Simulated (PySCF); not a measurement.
Si(H)(Br)(Me)(OH) (CH5BrOSi), SMILES C[SiH](O)Br. Geometry optimised at PBE-D3(BJ)/def2-SVP. The structure was generated by enumeration, and PubChem lists no compound with its InChIKey, so it may never have been made. One conformer was computed; it need not be the lowest.

Computed with PBE-D3(BJ)/def2-SVP (PySCF 2.14.0).

Harmonic wavenumbers (cm⁻¹): 156, 165, 175, 254, 274, 399, 638, 696, 716, 786, 842, 870, 907, 1217, 1374, 1378, 2218, 2976, 3080, 3083, 3760. Rotational constants (GHz): 5.736, 1.970, 1.591; symmetry number 1.

Q: Work out the zero-point energy and the ideal-gas rigid-rotor harmonic-oscillator thermochemistry at 298.15 K and 1 atm.

A: ZPE = ½ Σ hcν = ½ × 25964 cm⁻¹ = 37.12 kcal/mol. H − E(el) = 41.84 kcal/mol. Entropy in cal/(mol K): translation 40.74, rotation 27.28, vibration 13.47, total 81.49. G − E(el) = 17.55 kcal/mol. Cp = 23.86 cal/(mol K).
